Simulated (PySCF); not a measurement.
**C₆ coefficients of unlike pairs at M06-2X**

Calculated with PySCF 2.14 from the dipole response of each species, C₆(A,B) = (3/π) ∫ α_A(iu) α_B(iu) du, in atomic units, from isotropic polarisabilities. For ions this is the dispersion term alone; charge-induced terms of lower order in 1/R come first.

```
species           configuration                                                                               basis     relativity  α (bohr³)  C₆ (like pair)
   Ar³⁺       [Ne] 3s2 3p3 (4S)                                                       aug-cc-pCVQZ-DK (10s9p7d5f3g)  spin-free X2C      3.688           9.853
   Tl³⁺     [Xe] 4f14 5d10 (1S)  aug-cc-pwCVTZ-DK3 with one added diffuse shell each of s, d, f type (12s10p9d6f1g)  spin-free X2C      5.197           29.63
    Mn⁺       [Ar] 3d5 4s1 (7S)                                                          aug-cc-pVQZ (9s8p6d4f3g2h)           none      29.19           148.0
   Se³⁺  [Ar] 3d10 4s2 4p1 (2P)           x2c-TZVPPall with one added diffuse shell each of s, p, d type (7s6p5d1f)  spin-free X2C      6.337           20.83
```

(1) Estimate C₆ for Se³⁺ with Tl³⁺.

No spin-orbit coupling is included.

The other pairs:

```
      pair     C₆
 Se³⁺, Mn⁺  50.62
 Mn⁺, Ar³⁺  32.65
Tl³⁺, Ar³⁺  16.70
 Mn⁺, Tl³⁺  51.21
Se³⁺, Ar³⁺  14.13
```

Answers

(1) The integral gives 23.17. The combination rule 2 C_A C_B / (C_A α_B/α_A + C_B α_A/α_B) gives 23.20 and the geometric mean 24.85.
